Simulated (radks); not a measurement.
Question: These are the eigenvalues of the occupied orbitals of an atom or ion with whole-number occupations (eV). Calculated with a radial shooting solver on a logarithmic mesh with Libxc functionals: Dirac Kohn-Sham, PBEsol, spin-unpolarised, spherical densities, finite nucleus; Fermi nuclear charge, rms radius of each element as measured or else 0.836 A^(1/3) + 0.57 fm.

1s1/2: -2412.388
2s1/2: -221.8614
2p1/2: -167.8035
2p3/2: -166.5421
3s1/2: -26.5033
3p1/2: -15.7736
3p3/2: -15.6744
7s1/2: -0.4287

Which element is it, and in what charge state? The configuration may be excited. Open shells, if any, fill j = l - 1/2 first.

Answer: Z = 16, sulfur, charge 0: S in [Ne] 3s2 3p3 7s1. The list shows which subshells hold electrons but not how many an open one holds; the 1s level, -88.654 hartree, gives Z - s = 13.3 by -(Z - s)^2/2, which with screening and relativity narrows Z to a few neighbours, and the depths of the outer levels then fix element, charge and occupations together.
